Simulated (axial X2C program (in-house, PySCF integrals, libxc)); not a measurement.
# PbS: properties at the nuclei

Calculated with an in-house all-electron X2C program for linear molecules (integrals from PySCF): two-component X2C with atomic mean-field Coulomb and Gaunt terms, Gaussian nuclei, basis Pb dyall-cv3z, S dyall-av3z with contracted cores.

R = 2.290 Å (near the PBE0 minimum at charge 0 of the determinant lowest at the starting distance; the state shown can have its own minimum elsewhere).

Determinant lowest in the PBE0 search, Ω = 0 (closed shell), highest spinor 81% S p, 14% Pb p, 4% Pb d:

```json
{"level": "PBE0", "qzz Pb (a.u.)": "-14.34", "qzz S (a.u.)": "0.33", "μ (D)": "-4.02"}
{"level": "HF", "qzz Pb (a.u.)": "-18.10", "qzz S (a.u.)": "0.63", "μ (D)": "-4.73"}
{"level": "B3LYP", "qzz Pb (a.u.)": "-13.61", "qzz S (a.u.)": "0.26", "μ (D)": "-3.88"}
{"level": "PBE50", "qzz Pb (a.u.)": "-15.85", "qzz S (a.u.)": "0.46", "μ (D)": "-4.32"}
{"level": "BP86", "qzz Pb (a.u.)": "-12.75", "qzz S (a.u.)": "0.18", "μ (D)": "-3.62"}
```

qzz is the electric field gradient, eQq0 = 234.96 MHz × Q/barn × qzz; μ is positive if the S end (last atom) is positive. The operators were transformed with the bare-nucleus X2C matrices; with these basis sets, hyperfine constants and field gradients can be off by tens of per cent, and where levels differ in sign neither size nor sign is settled.

Each state is one determinant with collinear spin. The search compared states at one distance, so a state with another bond length can lie lower. Further determinants of the search, some of them spin-mixed, are not shown. Where a field gradient or hyperfine factor spreads by more than a factor of two over the levels, a constant derived from it is not to be relied on.
